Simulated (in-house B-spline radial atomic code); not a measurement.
Two electrons outside the [Kr] 4d10 core: the samarium ion Sm¹⁴⁺

Computed with a B-spline radial code for spherical atoms: configuration interaction (CI) of the two valence electrons in the field of the frozen Dirac-Fock core, alone and with many-body perturbation theory for the core (screened one- and two-electron correlation potentials), Breit and QED terms; no-pair Dirac Hamiltonian, finite nucleus. Labels give the configuration (outer n counted up each series) and the leading LS term, or the jj pair where no LS term holds 70 %.

Command:
```bash
python run_mb.py task.json out
```
Settings (nuclear radius in fm, box in bohr, cutoff in hartree):
```
basis_form          3
Z                   62
core_configuration  [Kr] 4d10
rms_radius          5.0819
mass_number         152
speed_of_light      137.036
box_radius          5.625
lmax                6
intervals           59
virtual_cutoff      7688.0
```

Time taken, with all properties: 90 s on 1 thread of Intel(R) Xeon(R) 6975P-C, on a shared host.

Excitation energies (cm⁻¹):

```json
{"level": "4f2 3H4", "purity of the LS term": "0.957", "CI alone": "0", "CI + MBPT + Breit + QED": "0"}
{"level": "4f5s 3F°2", "purity of the LS term": "1.0", "CI alone": "-20682", "CI + MBPT + Breit + QED": "2784"}
{"level": "4f5s 3F°3", "purity of the LS term": "0.901", "CI alone": "-19105", "CI + MBPT + Breit + QED": "4437"}
{"level": "4f2 3H5", "purity of the LS term": "1.0", "CI alone": "4789", "CI + MBPT + Breit + QED": "4911"}
{"level": "4f5s 3F°4", "purity of the LS term": "1.0", "CI alone": "-14468", "CI + MBPT + Breit + QED": "9089"}
{"level": "4f2 3F2", "purity of the LS term": "0.967", "CI alone": "9650", "CI + MBPT + Breit + QED": "9193"}
{"level": "4f2 3H6", "purity of the LS term": "0.995", "CI alone": "?", "CI + MBPT + Breit + QED": "?"}
{"level": "4f2 3F3", "purity of the LS term": "1.0", "CI alone": "12804", "CI + MBPT + Breit + QED": "12496"}
{"level": "4f2 (5/2,7/2)4", "purity of the LS term": "0.544 (3F)", "CI alone": "12682", "CI + MBPT + Breit + QED": "12895"}
{"level": "4f5s 1F°3", "purity of the LS term": "0.9", "CI alone": "-9065", "CI + MBPT + Breit + QED": "14908"}
{"level": "4f2 (7/2,7/2)4", "purity of the LS term": "0.531 (1G)", "CI alone": "?", "CI + MBPT + Breit + QED": "?"}
{"level": "4f2 1D2", "purity of the LS term": "0.86", "CI alone": "33582", "CI + MBPT + Breit + QED": "31803"}
{"level": "5s2 1S0", "purity of the LS term": "0.937", "CI alone": "-3479", "CI + MBPT + Breit + QED": "35329"}
{"level": "4f2 3P0", "purity of the LS term": "0.924", "CI alone": "41316", "CI + MBPT + Breit + QED": "39222"}
{"level": "4f2 1I6", "purity of the LS term": "0.995", "CI alone": "41843", "CI + MBPT + Breit + QED": "39364"}
{"level": "4f2 3P1", "purity of the LS term": "1.0", "CI alone": "42787", "CI + MBPT + Breit + QED": "40507"}
{"level": "4f2 3P2", "purity of the LS term": "0.891", "CI alone": "45492", "CI + MBPT + Breit + QED": "43298"}
{"level": "4f2 1S0", "purity of the LS term": "0.987", "CI alone": "89522", "CI + MBPT + Breit + QED": "90687"}
{"level": "4f5p (5/2,1/2)3", "purity of the LS term": "0.65 (3G)", "CI alone": "178040", "CI + MBPT + Breit + QED": "203137"}
{"level": "4f5p (5/2,1/2)2", "purity of the LS term": "0.617 (3F)", "CI alone": "182251", "CI + MBPT + Breit + QED": "207455"}
```

(1) Where does 4f2 3H6 lie?

(2) Where does 4f2 (7/2,7/2)4 lie?

(3) What is the first ionisation energy?

Some electric-dipole lines (reduced elements in atomic units, length form; vacuum wavelengths from the computed energies):

```json
{"upper": "4f5s 3F°3", "lower": "4f2 3H4", "D bare (size)": "0.00111", "D with core polarisation (size)": "0.0011", "λ (nm)": "2253.7", "A (s⁻¹)": "0.031"}
{"upper": "4f5s 3F°4", "lower": "4f2 3H4", "D bare (size)": "0.00174", "D with core polarisation (size)": "0.00154", "λ (nm)": "1100.3", "A (s⁻¹)": "0.4"}
{"upper": "4f2 3F2", "lower": "4f5s 3F°2", "D bare (size)": "0.0126", "D with core polarisation (size)": "0.0116", "λ (nm)": "1560.2", "A (s⁻¹)": "14"}
{"upper": "4f2 3F2", "lower": "4f5s 3F°3", "D bare (size)": "0.00764", "D with core polarisation (size)": "0.0069", "λ (nm)": "2102.7", "A (s⁻¹)": "2.1"}
{"upper": "4f2 3F3", "lower": "4f5s 3F°2", "D bare (size)": "0.00222", "D with core polarisation (size)": "0.0022", "λ (nm)": "1029.6", "A (s⁻¹)": "1.3"}
{"upper": "4f2 3F3", "lower": "4f5s 3F°3", "D bare (size)": "0.0133", "D with core polarisation (size)": "0.0124", "λ (nm)": "1240.8", "A (s⁻¹)": "23"}
{"upper": "4f2 (5/2,7/2)4", "lower": "4f5s 3F°3", "D bare (size)": "0.00436", "D with core polarisation (size)": "0.00436", "λ (nm)": "1182.3", "A (s⁻¹)": "2.6"}
{"upper": "4f5s 1F°3", "lower": "4f2 3H4", "D bare (size)": "0.0057", "D with core polarisation (size)": "0.0053", "λ (nm)": "670.79", "A (s⁻¹)": "27"}
{"upper": "4f2 1D2", "lower": "4f5s 3F°3", "D bare (size)": "0.00544", "D with core polarisation (size)": "0.00497", "λ (nm)": "365.41", "A (s⁻¹)": "2e+02"}
{"upper": "4f2 3P2", "lower": "4f5s 3F°2", "D bare (size)": "0.000429", "D with core polarisation (size)": "0.000335", "λ (nm)": "246.82", "A (s⁻¹)": "3"}
```

Weak lines are less accurate than strong ones.

## Answers

(1) 9645 cm⁻¹ in CI alone and 9834 cm⁻¹ with all corrections.

(2) 18932 cm⁻¹ in CI alone and 19409 cm⁻¹ with all corrections.

(3) 275.57 eV to the 4f5/2 state of the next ion (270.02 eV from CI alone). NIST lists 276 ± 14 eV (tabulated theory).
